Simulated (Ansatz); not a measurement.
Two isomers of C3H5ClSi: A = `C#C[SiH](C)Cl`, B = `CC#C[SiH2]Cl`.

Calculated with Ansatz (gas phase, PBE0-D4/def2-TZVP geometries, no zero-point term in ΔE). CBS: MP2 limit from def2 TZ/QZ plus the TZ coupled-cluster correction, frozen cores. DFT in def2-TZVPP. B3LYP here is the variant with VWN-RPA as its local correlation; programs differ in this.

A:

```xyz
10

C     0.5109   -1.5375    2.0577
C     0.5553   -0.9101    1.0286
Si    0.5869    0.0273   -0.5322
C    -1.0390    0.8648   -0.8262
Cl    2.0781    1.4395   -0.4069
H     0.4774   -2.0908    2.9684
H     0.9502   -0.8946   -1.6319
H    -1.0124    1.4354   -1.7569
H    -1.2715    1.5461   -0.0055
H    -1.8358    0.1198   -0.8951
```

B:

```xyz
10

C     0.005    0.399   -2.217
C    -0.032    0.121   -0.798
C    -0.060   -0.109    0.389
Si   -0.106   -0.453    2.159
Cl    1.513    0.410    3.087
H     0.345   -0.477   -2.775
H     0.688    1.225   -2.429
H    -0.987    0.673   -2.584
H    -1.327    0.122    2.764
H    -0.039   -1.911    2.404
```

(1) Which is lower in electronic energy at CCSD(T)/CBS, and by how much? (An estimate is asked.)

(2) Give E(B) − E(A) in kcal/mol with MP2/def2-TZVPP, PBE0-D4, r2SCAN-D4, B3LYP, CCSD(T)/def2-TZVPP, B2PLYP, ωB97M-V. (Estimate.)

Largest T1 diagnostic: 0.011.

Results:

(1) Ansatz gave: A, by 6.3 kcal/mol.

(2) Ansatz gave: MP2/def2-TZVPP 5.9, PBE0-D4 4.2, r2SCAN-D4 4.8, B3LYP 3.5, CCSD(T)/def2-TZVPP 5.9, B2PLYP 4.6, ωB97M-V 6.0. None reverses the order clearly.

The D4 term adds +1.0 kcal/mol with B3LYP and +0.6 kcal/mol with PBE0; it sums over pairs of atoms, weighted by their polarisabilities, and B3LYP, whose exchange is more repulsive, gets the larger term. In def2-TZVPP, CCSD(T) changes the Hartree–Fock value by +2.5 kcal/mol (the triples alone add +0.2 kcal/mol) and MP2 by +2.5 kcal/mol.
